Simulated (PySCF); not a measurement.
Input file for PySCF: R-HF/STO-3G on GeH4N2 (SMILES [NH2][Ge][NH2]), a point of a torsion scan.

```python
from pyscf import gto, scf, dft, mp
from pyscf.data.elements import chemcore

mol = gto.M(
    atom='''
    N     1.44163962    0.14385381   -0.25558170
    Ge    0.06392008    0.39679091    0.99904454
    N     0.88259207   -0.33946394    2.45986958
    H     1.42357125   -0.72408330   -0.77573127
    H     2.37279386    0.19917583    0.14505094
    H     1.80361516   -0.75098035    2.50667626
    H     0.48236055   -0.32238435    3.38507584
    ''',
    basis='sto-3g',
    charge=0, spin=0, verbose=3, max_memory=1800)
mf = scf.RHF(mol)
mf.conv_tol = 1e-8
mf.max_cycle = 100
mf.kernel()
if not mf.converged:
    mf = mf.newton().run(mf.mo_coeff, mf.mo_occ)
```

Program output:

```
converged SCF energy = -2161.5465928977
```

The run converged.

Cost: about 0.4 core-seconds (a rough figure).
